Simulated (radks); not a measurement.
Problem. Spherical quantum dot in the effective-mass picture: electrons in a parabolic well V = omega^2 r^2 / 2 with omega = 0.082, all in effective atomic units (hartree* = m*/eps^2 hartree, bohr* = eps/m* bohr), one dielectric constant everywhere. Calculated with a radial shooting solver with Libxc functionals: non-relativistic Kohn-Sham, LDA (Slater exchange, Perdew-Wang correlation), spin-polarised, spherical densities. Levels are named by radial order and angular momentum (1s, 1p, 1d, 2s, ...), and open shells are averaged over m. Results are scaled to m* = 0.239 and eps = 11.5, for which hartree* = 49.18 meV and bohr* = 2.546 nm. At N = 7 the configuration is 1s2 1p(up 3, down 2). Does electron 8 go into 1p down or 1d down or 1d up?

Solution. Into 1p down. The total energies of the other choices lie higher by 1.52 meV (1d up), 1.72 meV (1d down).
